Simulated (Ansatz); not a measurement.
C2H7Al, charge +1, doublet, geometry from GFN2-xTB (such geometries of metal compounds can be far from the true shape) (a state made from the parent by changing its charge; the spin is typed, not shown lowest); PBE/aug-cc-pVDZ (Ansatz, a first-principles code).

The Ansatz input:
Ansatz 0.2 input:
```yaml
crystal:
  periodic: [false, false, false]
  atoms:
    - {symbol: Al, position_ang: [0.21245422, -0.05862416, -0.17834376]}
    - {symbol: C, position_ang: [-0.47701543, -1.82207545, 0.47936475]}
    - {symbol: H, position_ang: [0.14271414, -2.58097180, -0.02812227]}
    - {symbol: H, position_ang: [-1.53135447, -1.97330328, 0.21413471]}
    - {symbol: H, position_ang: [-0.36344163, -1.92419206, 1.56641333]}
    - {symbol: C, position_ang: [0.05422794, 1.93877437, -0.12417154]}
    - {symbol: H, position_ang: [0.87129886, 2.30998632, -0.76612119]}
    - {symbol: H, position_ang: [0.17831252, 2.33333941, 0.89258143]}
    - {symbol: H, position_ang: [-0.90900968, 2.27988746, -0.52519064]}
    - {symbol: H, position_ang: [1.38630040, -0.38282564, -1.16638584]}
basis:
  gaussian:
    orbitals: aug-cc-pVDZ
    point_charges:
      - {charge: -1.0, position_ang: [2.2887, 2.4788, -4.4179]}
hamiltonian:
  xc: pbe
total_charge: 1
magnetization: {spin_polarized: true, initial_magnetization: 1}
```

The log (banner, timings and long lists left out):

```
Functional definition: PBE
1250 factors; their error is unknown
mean field evaluation 1: about -8738.9439 eV, gradient 7.9e1 eV
mean field evaluation 2: about -8671.6380 eV, gradient 1.1e2 eV
mean field evaluation 4: about -8767.9538 eV, gradient 1.9e1 eV
mean field evaluation 8: about -8771.2216 eV, gradient 2.4e0 eV
mean field evaluation 16: about -8771.2418 eV, gradient 9.1e-3 eV
mean field evaluation 32: about -8770.6611 eV, gradient 3.0e0 eV
mean field -8771.24185016 eV, -322.3371926322 hartree, gradient 1.7e-5 eV, S^2 0.754411; 3 other end points of the search recorded, 0 dependent functions left out
reference -8771.24192290 eV, -322.3371953052 hartree; 16, 15 occupied and 120, 121 virtual orbitals, 1250 factors
Total energy: -8771.24192290 eV, -322.3371953052 hartree
```
